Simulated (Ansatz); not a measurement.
Total energies of FH$_{7}$OSi$_{3}$ (`F[SiH]([SiH3])O[SiH3]`).

```xyz
12

F    -0.9737    1.3851   -1.7555
Si   -1.1405    0.3203   -0.5720
Si   -0.5823    1.3842    1.4434
O    -0.1599   -0.9399   -0.8642
Si    1.3587   -1.5587   -0.8265
H    -2.5364   -0.1735   -0.6368
H    -0.6879    0.4095    2.5630
H    -1.5150    2.5141    1.6984
H     0.8106    1.9027    1.3857
H     1.2578   -3.0214   -0.6099
H     2.1246   -0.9392    0.2873
H     2.0439   -1.2832   -2.1128
```

Charge 0, multiplicity 1. The structure was optimised at the PBE0-D4/def2-TZVP level. It is one conformer, not always the lowest. Basis def2-TZVPP, the Gaussian-basis code of Ansatz.

RPA on PBE orbitals: Hartree–Fock energy of these orbitals -1045.37278 Eh, correlation -1.46034 Eh (frozen core).

| functional | kind | energy without D4 (Eh) | D4 term (kJ/mol) |
| --- | --- | --- | --- |
| LDA (SPW92) | LDA | -1043.29350 | – |
| PBE | GGA | -1047.36025 | -27.9 |
| revPBE | GGA | -1047.75001 | -75.1 |
| BLYP | GGA | -1047.96454 | -59.5 |
| r2SCAN | meta-GGA | -1047.84712 | -7.0 |
| B97M-V | meta-GGA with VV10 | -1047.72648 | – |
| PBE0 | global hybrid, 25 % exact exchange | -1047.45500 | -24.0 |
| B3LYP | global hybrid, 20 % | -1048.07820 | -45.1 |
| r2SCANh | meta-GGA hybrid, 10 % | -1047.83317 | -7.6 |
| r2SCAN0 | meta-GGA hybrid, 25 % | -1047.81363 | -8.4 |
| HSE06 (plane-wave form) | screened hybrid | -1047.42709 | -22.7 |
| BHLYP | global hybrid, 50 % | -1047.94230 | -37.2 |
| CAM-B3LYP | range-separated hybrid | -1047.98296 | -24.9 |
| LC-ωPBE | long-range corrected hybrid | -1047.63749 | – |
| ωB97X-V | range-separated hybrid GGA with VV10 | -1047.81262 | – |
| ωB97M-V | range-separated hybrid meta-GGA with VV10 | -1047.88171 | – |
| B2PLYP | double hybrid | -1047.54285 | – |
| PBE-QIDH | double hybrid | -1047.18559 | – |

B3LYP takes the VWN-RPA correlation (the form of Gaussian; ORCA's B3LYP/G). HSE06 is the plane-wave form, built on full-range PBE exchange. The double hybrids freeze the cores in their second-order part.

LC-ωPBE has ω = 0.4 bohr⁻¹.
